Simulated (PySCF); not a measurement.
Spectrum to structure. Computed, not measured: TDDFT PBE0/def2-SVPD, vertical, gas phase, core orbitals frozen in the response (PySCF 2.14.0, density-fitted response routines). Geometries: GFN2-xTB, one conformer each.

| state | E (eV) | λ (nm) | f |
| --- | --- | --- | --- |
| S1 | 4.93 | 251.5 | 0.0000 |
| S2 | 5.80 | 213.7 | 0.242 |
| S3 | 5.92 | 209.4 | 0.0001 |
| S4 | 6.31 | 196.4 | 0.037 |
| S5 | 6.72 | 184.6 | 0.0063 |
| S6 | 6.86 | 180.9 | 0.0001 |

Triplets computed (Tamm–Dancoff): 4.40, 4.49 eV.

Question: Which candidate is it? All have the formula C7H9NO.
A. `[H]/N=C/[C@H]1CC=CC(=O)C1`
B. `N#C[C@@H]1CC[C@H]2O[C@H]2C1`
C. `NC(=O)C1=CCCC=C1`
D. `CCc1cc[n+]([O-])cc1`
E. `C(C(NC1CCC1)=O)#C`

Answer: E. Its S1 lies at 4.93 eV; the nearest of the others has S1 at 4.44 eV. S1 is HOMO-1→LUMO (98%). Löwdin shares by element: HOMO nitrogen 39%, oxygen 20%, carbon 16% or more (atoms not listed hold the other 24%); LUMO carbon 63% or more, oxygen 17% (atoms not listed hold the other 20%). At the same level the other candidates give, for their lowest levels:
- `N#C[C@@H]1CC[C@H]2O[C@H]2C1`: 7.46 eV (f 0.009); 7.71 eV (f 0.005); 7.76 eV (f 0.006); 7.89 eV (f 0.003); 8.03 eV (f 0.004); T1 6.46 eV; HOMO -8.14, LUMO 0.32 eV
- `[H]/N=C/[C@H]1CC=CC(=O)C1`: 3.63 eV (f 0.000); 4.86 eV (f 0.011); 5.15 eV (f 0.002); 5.92 eV (f 0.003); 6.00 eV (f 0.244); T1 3.12 eV; HOMO -7.32, LUMO -1.75 eV
- `CCc1cc[n+]([O-])cc1`: 4.23 eV (f 0.020); 4.34 eV (f 0.000); 4.82 eV (f 0.314); 5.05 eV (f 0.000); 5.82 eV (f 0.002); T1 2.68 eV; HOMO -6.22, LUMO -1.12 eV
- `NC(=O)C1=CCCC=C1`: 4.44 eV (f 0.041); 4.61 eV (f 0.024); 5.55 eV (f 0.021); 5.73 eV (f 0.077); 6.03 eV (f 0.006); T1 2.71 eV; HOMO -6.53, LUMO -1.33 eV

The values belong to the conformer `[CH:1]#[C:2][C:3](=[O:4])[NH:5][CH:6]1[CH2:7][CH2:8][CH2:9]1`: C2–C3–N5–C6 180°, C3–N5–C6–C7 129°.
